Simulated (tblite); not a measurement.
C₄N₄S.
SMILES with atom numbers: `[N:1]#[C:2][c:3]1[n:4][n:5][s:6][c:7]1[C:8]#[N:9]`

Computed values, GFN2-xTB/tblite, gas phase, harmonic and unscaled. Against measured fundamentals such values can be off by several per cent, at times by over 20.

Harmonic wavenumbers (cm⁻¹): 92.9, 110.3, 164.4, 175.4, 380.6, 436.7, 465.5, 501.1, 515.5, 557.6, 604.2, 671.0, 673.1, 802.4, 955.4, 1167.7, 1309.6, 1397.3, 1448.6, 2357.7, 2380.5.

A = 1949, B = 1517, C = 853.2 MHz; mass 135.984 u (most abundant isotopes); point group Cs, symmetry number 1.

Task: What is the zero-point energy?

Result: Half the sum of the wavenumbers: 8584 cm⁻¹ = 102.68 kJ/mol.

Task: What is S at 273.15 K and 1 bar for an ideal gas of classical rigid rotors and harmonic oscillators?

Result: Translation 168.30, rotation 121.22, vibration 67.07: S = 356.6 J/(mol K).

Task: And Cp and H(273.15 K) − H(0)?

Result: Cp = 110.80 J/(mol K), of which vibrations give 77.54 (their classical limit is 21 R = 174.6); H(273.15 K) − H(0) = 19.49 kJ/mol without the zero-point energy, 10.41 from vibrations.

Task: Blend soft modes into free rotors: weight 1/[1 + (100 cm⁻¹/ν̃)⁴] for the oscillator and the rest for a rotor with moment μB/(μ + B), μ = h/(8π²ν), B = 10⁻⁴⁴ kg m². What vibrational entropy results?

Result: 64.96 J/(mol K) in place of 67.07, which changes −T·S at 273.15 K by +0.58 kJ/mol.

Task: How do the functions run with temperature in this model?

Result: 
```
T (K)  S (J/(mol K))  Cp (J/(mol K))  H − H(0) (kJ/mol)  G − H(0) (kJ/mol)  ln q(vib)
  100          273.8            60.7               4.50             -22.89       0.73
  200          325.2            91.2              12.08             -52.96       2.27
  300          367.3           117.0              22.55             -87.63       3.94
  500          435.5           149.6              49.53            -168.21       7.22
  800          511.9           174.5              98.62            -310.92      11.62
 1000          551.9           183.7             134.51            -417.43      14.19
```

q(vib) and H(0) count from the zero-point level.

Task: Which modes carry the vibrational entropy at 273.15 K?

Result: 92.9 cm⁻¹: 14.34; 110.3 cm⁻¹: 12.95; 164.4 cm⁻¹: 9.77; 175.4 cm⁻¹: 9.26; 380.6 cm⁻¹: 3.80; 436.7 cm⁻¹: 3.01 J/(mol K); the other 15 give 13.95 together.

Task: What must be added to the electronic energy to get the Gibbs energy at 273.15 K and 1 bar?

Result: ZPE + [H(273.15 K) − H(0)] − T·S = 102.68 + 19.49 − 97.40 = 24.77 kJ/mol.

Hindered rotation and anharmonicity are outside this model.
